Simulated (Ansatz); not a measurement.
`BC(B)[SiH3]` + `O[SiH3]` → `BO[SiH3]` + `BC[SiH3]` at 700 K and 1 bar (ligand exchange at a B–C bond).

Gas-phase electronic energies from Ansatz, PBE0-D4/def2-TZVP geometries. CBS: MP2 limit from def2 TZ/QZ plus the TZ coupled-cluster correction, frozen cores.

```json
{"species": "`BC(B)[SiH3]`", "CCSD(T)/CBS energy (Eh)": "-381.50288", "H − E (kJ/mol)": "303.8", "S (J/(mol·K))": "456.3"}
{"species": "`O[SiH3]`", "CCSD(T)/CBS energy (Eh)": "-366.69042", "H − E (kJ/mol)": "144.6", "S (J/(mol·K))": "321.6"}
{"species": "`BO[SiH3]`", "CCSD(T)/CBS energy (Eh)": "-392.11480", "H − E (kJ/mol)": "190.5", "S (J/(mol·K))": "377.2"}
{"species": "`BC[SiH3]`", "CCSD(T)/CBS energy (Eh)": "-356.11784", "H − E (kJ/mol)": "256.7", "S (J/(mol·K))": "404.7"}
```

H − E and S are ideal-gas, rigid-rotor, harmonic terms from PBE0-D4/def2-TZVP, for one conformer and one mirror image of each species. 1 Eh = 2625.50 kJ/mol, R = 8.31446 J/(mol·K).

Question: By hand: ΔE, ΔH, ΔS and ΔG.

Answer: ΔE = (-392.11480) + (-356.11784) − (-381.50288) − (-366.69042) = -0.03934 Eh = -103.3 kJ/mol. Δ(H − E) = 190.5 + 256.7 − 303.8 − 144.6 = -1.2, so ΔH = -104.5 kJ/mol. ΔS = 377.2 + 404.7 − 456.3 − 321.6 = 4.0 J/(mol·K). ΔG = -104.5 − 700 × (4.0)/1000 = -107.3 kJ/mol.

Question: By hand: the equilibrium constant, and the temperature at which ΔG would vanish if ΔH and ΔS stayed fixed.

Answer: log₁₀ K = −ΔG/(RT ln 10) = 8.0. ΔH and −TΔS have one sign here, so there is no such temperature.

The number of gas molecules stays the same, so ΔS is small and ΔH decides. A doubt of 5 kJ/mol in ΔE shifts log₁₀ K by 0.4 here. Other conformers and mirror images would add mixing entropy, several J/(mol·K) or more a flexible species. These are equilibria of isolated gas molecules and say nothing of rates. Largest T1 diagnostic: 0.013 (customary marks: 0.02 for closed shells, 0.045 for open ones).

ΔS is within the doubt of such terms, so its sign, and with it that verdict, could turn.
